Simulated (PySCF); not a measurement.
# Radial density of Mn⁺ (manganese, charge +1)

UHF, [Ar] 3d5 4s1, high-spin 7S determinant. All numbers are calculated (PySCF 2.14, no relativity, point nucleus, in def2-SVP).

```
r (bohr)  4πr²ρ (e/bohr)  4πr²(ρα − ρβ)
 0.00114          0.1589         0.0001
 0.00191          0.4388         0.0002
 0.00322           1.171         0.0005
 0.00541           2.954         0.0013
 0.00910           6.973         0.0029
  0.0153           14.46         0.0058
  0.0257           24.53         0.0086
  0.0433           29.88         0.0073
  0.0728           24.83         0.0034
   0.122           25.35         0.0495
   0.206           32.99         0.3627
   0.347           17.19         1.5457
   0.583           13.19         3.8229
   0.980           12.06         3.8925
    1.65           2.841         1.7292
    2.77          0.6042         0.5871
    4.67          0.1017         0.1017
    7.85       0.0001634         0.0002
```
